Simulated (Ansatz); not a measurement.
Ansatz (a first-principles code) input (B3LYP-D3(BJ)/def2-TZVP):

Ansatz 0.2 input:
```yaml
crystal:
  periodic: [false, false, false]
  atoms:
    - {symbol: O, position_ang: [1.24657125, -0.10193757, -0.16002433]}
    - {symbol: S, position_ang: [-0.19512679, 0.00803247, 0.02469855]}
    - {symbol: F, position_ang: [-0.38740268, 1.86457418, -0.03938852]}
    - {symbol: F, position_ang: [-0.63995507, -1.80053787, 0.16675840]}
basis:
  gaussian:
    orbitals: def2-TZVP
hamiltonian:
  xc: b3lyp
  dispersion: d3bj
total_charge: -1
magnetization: {spin_polarized: true, initial_magnetization: 1}
relax: {f_tol: 0.002, max_steps: 150}
```

End of the output:

```
relax step   3: F+E_penalty+E_count = -18321.23719786 eV  Δ(F+E_penalty+E_count) = -8.741e-3 eV  max|allowed force component| = 3.509e-2 eV/Å  Δτ_max = 0.0243 Å  (35 SCF iters, accepted)
these checks for a lower state are left out or cut short: starts, cluster_reference, orbital_swaps, neighbouring_geometries, increment
integrals: 0.04 GiB planned
734 factors; their error is unknown
mean field: 0.53 GiB planned
mean field evaluation 32: about -18321.1009 eV, gradient 1.4e-1 eV
mean field -18321.14767578 eV, -673.2897585649 hartree, gradient 1.9e-5 eV, S^2 0.755222; 0 other end points of the search recorded, 0 dependent functions left out
the calculation of the forces begins
reference -18321.14783793 eV, -673.2897645240 hartree; 22, 21 occupied and 108, 109 virtual orbitals, 734 factors
relax step   4: F+E_penalty+E_count = -18321.23727170 eV  Δ(F+E_penalty+E_count) = -7.385e-5 eV  max|allowed force component| = 2.796e-3 eV/Å  Δτ_max = 0.0023 Å  (27 SCF iters, accepted)
these checks for a lower state are left out or cut short: starts, cluster_reference, orbital_swaps, neighbouring_geometries, increment
integrals: 0.04 GiB planned
734 factors; their error is unknown
mean field: 0.53 GiB planned
mean field -18321.14767338 eV, -673.2897584766 hartree, gradient 3.4e-5 eV, S^2 0.755222; 0 other end points of the search recorded, 0 dependent functions left out
the calculation of the forces begins
reference -18321.14783553 eV, -673.2897644357 hartree; 22, 21 occupied and 108, 109 virtual orbitals, 734 factors
relax step   5: F+E_penalty+E_count = -18321.23727263 eV  Δ(F+E_penalty+E_count) = -9.322e-7 eV  max|allowed force component| = 1.039e-3 eV/Å  Δτ_max = 0.0003 Å  (22 SCF iters, accepted)
integrals: 0.04 GiB planned
734 factors; their error is unknown
mean field: 0.53 GiB planned
mean field -18321.14767338 eV, -673.2897584766 hartree, gradient 3.4e-5 eV, S^2 0.755222; 1 other end points of the search recorded, 0 dependent functions left out
the calculation of the forces begins
reference -18321.14783553 eV, -673.2897644357 hartree; 22, 21 occupied and 108, 109 virtual orbitals, 734 factors
Total energy: -18321.23743479 eV, -673.2930571478 hartree
Atom 0 at     1.221929    -0.099973    -0.156706 Å, force    -0.001039     0.000077     0.000132 eV/Å
Atom 1 at    -0.240593     0.011297     0.029392 Å, force     0.000547    -0.000073    -0.000071 eV/Å
Atom 2 at    -0.350522     1.888018    -0.044864 Å, force     0.000219    -0.000357    -0.000010 eV/Å
Atom 3 at    -0.606727    -1.829211     0.164222 Å, force     0.000273     0.000353    -0.000051 eV/Å
Dipole moment:    -0.125579     0.009564     0.015979 e Å
```
